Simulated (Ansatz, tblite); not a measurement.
Cost and result up the ladder for (F2Al-mu-PH2)3 (Al₃P₃H₆F₆) (18 atoms). The state is a singlet with charge 0. Geometry: PBE-D4/def2-SVP.

```xyz
18

Al    0.393   -2.014    0.680
F     0.210   -3.495    1.449
F     1.525   -1.789   -0.557
P    -1.619   -1.203   -0.368
Al   -1.034    0.243   -2.211
F    -0.595   -0.784   -3.466
F    -2.178    1.445   -2.477
P     0.866    1.373   -1.239
Al    0.354    1.843    1.069
F     1.060    3.243    1.668
F    -1.325    1.627    1.097
P     1.039   -0.204    2.135
H    -2.349   -2.332   -0.851
H    -2.545   -0.624    0.545
H     1.152    2.586   -1.933
H     2.085    0.653   -1.388
H     2.441   -0.280    2.385
H     0.520   -0.288    3.461
```

Ansatz on 2 threads of AMD EPYC 7R13 on a shared host and a share (18 GiB) of an NVIDIA H100 80GB HBM3; xTB runs through tblite on one thread. Times are rough, summed over both states, and most runs start from the orbitals of an earlier one. CAM-B3LYP-D4/def2-TZVP serves as the yardstick here, not as an exact answer. The other state is a doublet.

The xTB rows come from tblite. Single mean-field runs in def2-TZVP are fitted with def2-universal-jkfit.

Raw xTB energies of ions are shifted by several eV.

```json
{"level": "GFN1-xTB", "functions": "90", "vertical IE (eV)": "14.05", "difference from CAM-B3LYP-D4/def2-TZVP (eV)": "3.62"}
{"level": "CAM-B3LYP-D4/def2-TZVP (with forces)", "functions": "444", "vertical IE (eV)": "10.44", "difference from CAM-B3LYP-D4/def2-TZVP (eV)": "0.00"}
{"level": "GFN2-xTB", "functions": "84", "vertical IE (eV)": "12.93", "difference from CAM-B3LYP-D4/def2-TZVP (eV)": "2.49"}
{"level": "PBE-D4/def2-TZVP", "functions": "444", "vertical IE (eV)": "9.58", "difference from CAM-B3LYP-D4/def2-TZVP (eV)": "-0.86"}
{"level": "PBE0-D4/def2-TZVP", "functions": "444", "vertical IE (eV)": "10.14", "difference from CAM-B3LYP-D4/def2-TZVP (eV)": "-0.30"}
```

Q: Estimate how long each takes.

A: GFN2-xTB 0.061 s; GFN1-xTB 0.073 s; PBE-D4/def2-TZVP 4.9 s; PBE0-D4/def2-TZVP 5.7 s; CAM-B3LYP-D4/def2-TZVP (with forces) 7.1 s. On shared hardware such times vary by a factor of up to 3.
